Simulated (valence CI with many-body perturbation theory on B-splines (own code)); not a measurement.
# Bi LXXI: electric-dipole lines

Calculated by relativistic CI+MBPT: three valence electrons over a frozen Dirac-Fock core [Ne], radial functions for each j: 11 s, 11 p, 10 d, 8 f, 5 g, 2 h, with the one-electron correlation potential Σ1, the two-electron term Σ2, the three-electron term Σ3, Breit, model QED; selected CI, second order for the rest, scaled by the run's own slope (own B-spline code, finite nucleus).

The last digits are not significant, and no measured levels were compared; by estimate large intervals hold to a few tenths of a per cent, small ones and those within an open d or f shell to about a per cent.

Lines 51 to 100 of 579 in falling wavelength, among levels below 35214 × 10³ cm⁻¹, chosen from the strongest by gf and those to the six lowest levels. Wavelengths and rates use the calculated energies. Electric multipoles are in the length gauge with retardation, E1 and E2 with the static RPA response of the core. Weak lines are less certain than strong ones. Lines between different terms over intervals too small for the method are left out, as are lines whose strength nearly cancels. The highest levels of a list are the least certain.

Levels are named by their leading jj configuration (3d3/2^4 stands for four electrons in 3d with j = 3/2), which in mixed levels can hold well under half, so a name can repeat and another be missing. Letters in brackets count levels of one name in rising energy.

```csv
λ vac (Å),Upper,Lower,A (s⁻¹),S (a.u.) with core polarisation,S without
43.61,(3d3/2 3d5/2^2) J=11/2,(3p3/2 3d5/2^2) J=11/2,3.45e+10,1.69e-02,1.71e-02
43.46,(3s 3p1/2 3d3/2) J=3/2 [b],(3s 3p1/2 3p3/2) J=5/2,7.07e+09,1.15e-03,1.16e-03
41.82,(3s 3p1/2 3d3/2) J=1/2,(3s 3p1/2 3p3/2) J=3/2 [a],7.37e+09,5.32e-04,5.39e-04
40.41,(3s 3p1/2 3d3/2) J=3/2 [b],(3s 3p1/2 3p3/2) J=3/2 [a],2.09e+09,2.72e-04,2.74e-04
36.42,(3p3/2 3d5/2^2) J=5/2 [a],(3p3/2^2 3d5/2) J=3/2,1.08e+11,1.54e-02,1.56e-02
35.05,(3p1/2 3d5/2^2) J=9/2,(3s 3d3/2 3d5/2) J=7/2 [a],5.16e+10,1.10e-02,1.11e-02
34.85,(3s 3p3/2 3d5/2) J=3/2 [a],(3s 3p3/2^2) J=3/2,1.39e+11,1.17e-02,1.18e-02
34.66,(3d5/2^3) J=3/2,(3p3/2 3d5/2^2) J=3/2 [b],2.84e+11,2.34e-02,2.36e-02
34.57,(3d5/2^3) J=9/2,(3p3/2 3d5/2^2) J=7/2 [b],5.93e+11,1.21e-01,1.22e-01
34.49,(3s 3d5/2^2) J=5/2,(3s 3p3/2 3d5/2) J=3/2 [b],1.16e+11,1.41e-02,1.42e-02
34.39,(3s 3p1/2 3d5/2) J=5/2 [a],(3s 3p1/2 3p3/2) J=3/2 [b],2.45e+09,2.95e-04,2.98e-04
34.20,(3d3/2 3d5/2^2) J=7/2 [a],(3p3/2 3d3/2 3d5/2) J=5/2 [c],2.16e+11,3.41e-02,3.45e-02
33.99,(3s 3d5/2^2) J=9/2,(3s 3p3/2 3d5/2) J=7/2 [b],1.42e+11,2.75e-02,2.78e-02
33.88,(3d3/2 3d5/2^2) J=5/2 [a],(3p3/2 3d3/2 3d5/2) J=3/2 [c],1.10e+11,1.27e-02,1.29e-02
33.81,(3s 3d5/2^2) J=7/2,(3s 3p3/2 3d5/2) J=5/2 [b],5.82e+11,8.88e-02,8.98e-02
33.50,(3d3/2 3d5/2^2) J=9/2,(3p3/2 3d3/2 3d5/2) J=7/2 [c],4.80e+11,8.90e-02,9.00e-02
33.43,(3d5/2^3) J=5/2,(3p3/2 3d5/2^2) J=3/2 [b],4.69e+11,5.19e-02,5.25e-02
33.42,(3d3/2 3d5/2^2) J=7/2 [b],(3p3/2 3d3/2 3d5/2) J=5/2 [d],2.64e+11,3.89e-02,3.93e-02
33.21,(3d3/2 3d5/2^2) J=11/2,(3p3/2 3d3/2 3d5/2) J=9/2 [b],6.28e+11,1.36e-01,1.38e-01
33.19,(3s 3d5/2^2) J=3/2,(3s 3p3/2 3d5/2) J=5/2 [b],1.37e+11,9.89e-03,1.00e-02
33.17,(3s 3d3/2 3d5/2) J=3/2 [b],(3s 3p3/2 3d3/2) J=1/2 [b],1.41e+11,1.02e-02,1.03e-02
33.14,(3s 3d3/2 3d5/2) J=5/2 [b],(3s 3p3/2 3d3/2) J=5/2 [b],1.18e+11,1.28e-02,1.29e-02
33.13,(3s 3d3/2 3d5/2) J=7/2 [b],(3s 3p3/2 3d3/2) J=5/2 [b],3.67e+11,5.26e-02,5.32e-02
33.11,(3p3/2 3d5/2^2) J=11/2,(3p3/2^2 3d5/2) J=9/2,2.72e+11,5.84e-02,5.90e-02
33.09,(3d5/2^3) J=3/2,(3p3/2 3d5/2^2) J=5/2 [b],1.53e+11,1.09e-02,1.10e-02
33.08,(3d5/2^3) J=3/2,(3p3/2 3d5/2^2) J=3/2 [a],2.10e+11,1.50e-02,1.52e-02
33.03,(3p1/2 3d5/2^2) J=7/2,(3p1/2 3p3/2 3d5/2) J=5/2 [b],5.57e+11,7.93e-02,8.02e-02
33.03,(3p1/2 3d5/2^2) J=5/2,(3p1/2 3p3/2 3d5/2) J=3/2 [b],1.55e+11,1.65e-02,1.67e-02
32.99,(3s 3d5/2^2) J=3/2,(3s 3p3/2 3d5/2) J=3/2 [b],2.32e+11,1.65e-02,1.67e-02
32.97,(3p1/2 3d3/2 3d5/2) J=7/2 [a],(3p1/2 3p3/2 3d3/2) J=7/2,6.97e+10,9.86e-03,9.97e-03
32.91,(3p1/2 3d5/2^2) J=3/2,(3p1/2 3p3/2 3d5/2) J=1/2,1.66e+11,1.17e-02,1.18e-02
32.90,(3d3/2 3d5/2^2) J=5/2 [a],(3p3/2 3d3/2 3d5/2) J=3/2 [b],4.20e+11,4.42e-02,4.47e-02
32.83,(3p3/2 3d5/2^2) J=7/2 [b],(3p3/2^2 3d5/2) J=5/2 [b],9.49e+11,1.33e-01,1.34e-01
32.79,(3p3/2 3d3/2 3d5/2) J=7/2 [b],(3p3/2^2 3d3/2) J=7/2,2.19e+11,3.04e-02,3.08e-02
32.77,(3d3/2 3d5/2^2) J=5/2 [b],(3p3/2 3d3/2 3d5/2) J=3/2 [c],2.39e+11,2.49e-02,2.52e-02
32.57,(3p1/2 3p3/2 3d5/2) J=3/2 [a],(3p1/2 3p3/2^2) J=3/2,2.12e+11,1.45e-02,1.47e-02
32.55,(3d3/2^2 3d5/2) J=5/2 [a],(3p3/2 3d3/2^2) J=5/2,1.42e+11,1.45e-02,1.47e-02
32.54,(3d3/2 3d5/2^2) J=5/2 [a],(3p3/2 3d3/2 3d5/2) J=5/2 [c],1.29e+11,1.32e-02,1.33e-02
32.52,(3s 3p1/2 3d5/2) J=3/2,(3s 3p1/2 3p3/2) J=1/2,3.48e+11,2.36e-02,2.39e-02
32.38,(3s 3p1/2 3d5/2) J=5/2 [a],(3s 3p1/2 3p3/2) J=5/2,1.47e+10,1.48e-03,1.49e-03
32.33,(3p3/2 3d3/2 3d5/2) J=3/2 [a],(3p3/2^2 3d3/2) J=3/2 [a],1.64e+11,1.09e-02,1.11e-02
32.30,(3d3/2 3d5/2^2) J=9/2,(3p3/2 3d3/2 3d5/2) J=7/2 [b],6.07e+10,1.01e-02,1.02e-02
32.30,(3p3/2 3d3/2 3d5/2) J=5/2 [b],(3p3/2^2 3d3/2) J=3/2 [a],2.91e+11,2.90e-02,2.94e-02
32.26,(3s 3d3/2 3d5/2) J=1/2,(3s 3p3/2 3d3/2) J=1/2 [b],3.99e+11,1.32e-02,1.34e-02
32.25,(3p1/2 3d5/2^2) J=9/2,(3p1/2 3p3/2 3d5/2) J=7/2 [b],3.92e+11,6.49e-02,6.56e-02
32.22,(3d3/2 3d5/2^2) J=7/2 [a],(3p3/2 3d3/2 3d5/2) J=5/2 [b],1.99e+11,2.64e-02,2.67e-02
32.17,(3p3/2 3d5/2^2) J=5/2 [b],(3p3/2^2 3d5/2) J=3/2,3.11e+11,3.06e-02,3.10e-02
32.12,(3p3/2 3d3/2 3d5/2) J=3/2 [c],(3p3/2^2 3d3/2) J=3/2 [b],3.02e+11,1.98e-02,2.00e-02
32.02,(3s 3d3/2 3d5/2) J=5/2 [b],(3s 3p3/2 3d3/2) J=3/2 [b],2.52e+11,2.45e-02,2.47e-02
31.99,(3d3/2 3d5/2^2) J=7/2 [b],(3p3/2 3d3/2 3d5/2) J=9/2 [b],1.27e+11,1.64e-02,1.66e-02
```
